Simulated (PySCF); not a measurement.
C₂H₄F, SMILES C[CH]F, multiplicity 2. Atoms are numbered in the order given.

```xyz
7

C     -1.1545     0.1690    -0.3063
C      0.3028     0.3795    -0.2206
F      0.9962    -0.5547     0.4850
H     -1.6012     0.9284    -0.9628
H     -1.6512     0.2420     0.6826
H     -1.3912    -0.8272    -0.7132
H      0.7883     1.3577    -0.2099
```
Charge 0, spin multiplicity 2.

The structure is a stationary point at PBE-D3(BJ)/def2-TZVP. The isomer is the one that the SMILES or the coordinates give; other isomers of the formula were not compared.

The numbers are results of PySCF with PBE-D3(BJ)/def2-TZVP, not measurements.

Frequencies are harmonic and unscaled.

```csv
mode,ν (cm⁻¹),IR (km/mol),moving atoms (share of kinetic energy)
1,186,0.7,"H 85 %, C 9 %"
2,395,5.0,"C 38 %, H 34 %, F 28 %"
3,507,30.1,"H 73 %, C 21 %"
4,889,14.6,"H 45 %, C 36 %, F 19 %"
5,976,1.6,"H 70 %, C 30 %"
6,1105,8.6,"C 62 %, H 37 %"
7,1154,101.0,"C 44 %, H 30 %, F 26 %"
8,1312,15.8,"H 78 %, C 22 %"
9,1363,35.6,"H 66 %, C 33 %"
10,1402,9.5,H 95 %
11,1427,2.6,H 96 %
12,2890,29.0,H 95 %
13,2984,11.3,H 93 %
14,3050,6.7,"H 91 %, C 9 %"
15,3107,22.3,"H 92 %, C 8 %"
```
